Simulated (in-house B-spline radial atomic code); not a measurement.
Results of a calculation; reference values are marked as such.
C6 from the polarisability at imaginary frequency: the arsenic ion As³⁺

HSE06 linear response of the closed shell [Ar] 3d10 4s2, from a B-spline radial code for spherical atoms; scalar-relativistic (spin-free one-electron X2C), finite nucleus, no spin-orbit coupling; shells from n = 2 respond.

The dispersion coefficient of two like species is C6 = (3/π) ∫ α(iu)² du from 0 to ∞.

| u (hartree) | α(iu) (bohr³) |
| --- | --- |
| 0 | 6.923 |
| 0.24 | 5.804 |
| 0.56 | 3.517 |
| 0.96 | 2.007 |
| 1.6 | 1.11 |
| 2.4 | 0.701 |
| 3.6 | 0.4449 |
| 5.6 | 0.2642 |
| 8 | 0.1667 |
| 12 | 0.09371 |
| 20 | 0.04205 |
| 40 | 0.0129 |

Fit one oscillator, α(iu) = α(0)/(1 + u²/ω²), through u = 0.24 and estimate C6.

From α(0)/α(iu) − 1 = 6.923/5.804 − 1 = 0.1928, ω = u/√0.1928 = 0.5466 hartree (14.9 eV). London's formula gives C6 = (3/4) α(0)² ω = 0.75 × 6.923² × 0.5466 = 19.65 hartree·bohr⁶, and the oscillator holds f = α(0) ω² = 2.07 electrons, of a sum of oscillator strengths of 28.6.

How does that compare with the full integral?

The program's quadrature over all excitations gives C6 = 21.89, so the single oscillator is off by -10.3 %. At the last point the fit gives α = 0.00129 against 0.0129: higher excitations, and deeper shells where there are any, keep the true curve higher at large u.
